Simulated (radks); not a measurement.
The numbers below are computed, except where a source is named.
Initial-state core-level shifts of the tungsten ion W3+ when its valence configuration changes from [Xe] 4f14 5d3. Level of theory: Dirac Kohn-Sham, PBE, spin-unpolarised, spherical densities, finite nucleus; open shells fill j = l - 1/2 first; Fermi nuclear charge, rms radius 5.3658 fm (a radial shooting solver on a logarithmic mesh with Libxc functionals). Shifts are changes of the shell-averaged eigenvalues in eV (positive: less bound); the change of the density at the nucleus, which sets a Mossbauer isomer shift, is in e/bohr^3, on a base of 1.424e+06.

| valence | 2s | 3s | 3p | 3d | density at nucleus |
|---|---|---|---|---|---|
| 4f13.5 5d3.5 | -5.262 | -5.974 | -5.960 | -5.896 | +40.6 |
| 4f12.5 5d4.5 | -16.394 | -18.636 | -18.590 | -18.391 | +127.6 |
| 4f13 5d3 6p1 | -15.782 | -17.162 | -17.133 | -17.024 | +104.9 |
| 4f12 5d5 | -22.256 | -25.313 | -25.248 | -24.980 | +173.9 |
| 4f13 5d3 6s1 | -14.699 | -16.072 | -16.043 | -15.934 | +240.5 |
| 4f12 5d3 6s2 | -30.548 | -33.421 | -33.358 | -33.136 | +519.5 |
| 4f14 5d2.5 6s0.5 | -1.893 | -1.851 | -1.851 | -1.861 | +73.1 |
| 4f12 5d3 6p2 | -32.653 | -35.545 | -35.480 | -35.259 | +221.8 |
| 4f14 5d1 6p2 | -10.048 | -9.854 | -9.855 | -9.901 | +45.8 |
